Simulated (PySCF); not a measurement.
Cartesian coordinates in Å; atom numbers follow the order of the lines, from 1:
```xyz
24

C    -2.2129    0.8198    1.5807
C    -1.2073    0.6821    0.4359
C    -1.5322   -0.5449   -0.4210
F    -2.8768   -0.4955   -0.7587
C    -0.7423   -0.6509   -1.7221
C     0.7248   -0.9923   -1.4848
Si    1.5397    0.3310   -0.3868
C     3.1753   -0.2551    0.3698
C     0.2158    0.5831    0.9847
F     0.5047    1.7594    1.6740
H    -1.9634    1.6878    2.1857
H    -3.2203    0.9413    1.1913
H    -2.1898   -0.0664    2.2133
H    -1.2706    1.5741   -0.1964
H    -1.4157   -1.4607    0.1759
H    -1.2197   -1.4213   -2.3341
H    -0.8273    0.2955   -2.2598
H     0.7897   -1.9761   -1.0160
H     1.2288   -1.0755   -2.4465
H     1.6881    1.6057   -1.1027
H     3.9100   -0.4557   -0.4029
H     3.0492   -1.1645    0.9508
H     3.5876    0.5025    1.0282
H     0.2530   -0.2038    1.7493
```

Gas phase, rapidly exchanging positions averaged, relativity neglected, single conformer. Geometry: GFN2-xTB; σ from GIAO-PBE0/pcSseg-1; PySCF.

Chemical shifts δ = σref − σ; TMS for ¹³C (σ = 186.93 ppm), ¹H (σ = 31.72 ppm), ²⁹Si (σ = 349.16 ppm); ¹⁹F (σ = 170.95 ppm) against CFCl3, all at this level.

```tsv
atoms	nucleus	count	Hirshfeld charge	δ (ppm)
F4	¹⁹F	1	-0.11	?
C5	¹³C	1	-0.08	34.4
H24	¹H	1	0.03	4.12
C1	¹³C	1	-0.13	?
H11/H12/H13	¹H	3	0.04	1.40
H20	¹H	1	-0.08	4.28
H21/H22/H23	¹H	3	0.04	?
C9	¹³C	1	-0.03	94.5
F10	¹⁹F	1	-0.12	-258.3
Si7	²⁹Si	1	0.37	-21.8
C2	¹³C	1	-0.04	?
H18	¹H	1	0.04	0.44
C3	¹³C	1	0.07	98.1
H19	¹H	1	0.04	1.00
H16	¹H	1	0.04	2.42
C6	¹³C	1	-0.16	?
H17	¹H	1	0.04	1.68
H14	¹H	1	0.04	?
C8	¹³C	1	-0.21	-5.9
H15	¹H	1	0.04	3.82
```

Task: Estimate the values marked ?.

Result: 
- C2: 49.5 ppm, sp3 CH in a ring; a saturated carbon with 3 carbon neighbours and no heteroatom attached
- C1: 17.7 ppm, methyl carbon; aliphatic region, no heteroatom directly attached
- C6: 8.8 ppm, sp3 CH2 bonded to Si; an electropositive neighbour leaves it electron-rich and shielded
- H14: 2.03 ppm, hydrogen on an sp3 CH in a ring
- H21/H22/H23: 0.23 ppm, hydrogen on a methyl carbon bonded to Si; an electropositive neighbour shields it, as in TMS itself
- F4: -207.9 ppm, fluorine on an sp3 carbon

Shifts are as computed. Against solution values, carbons near 30 ppm lie about +3 ppm off and those near 130 ppm about +5 ppm. Of 1211 compounds with measured shifts, 218 miss one by over three times the rms of a fit or turn the order of signals round; such compounds aren't used in these exercises. Unscaled 19F shifts against computed CFCl3 carry errors that often reach 10 to 50 ppm.
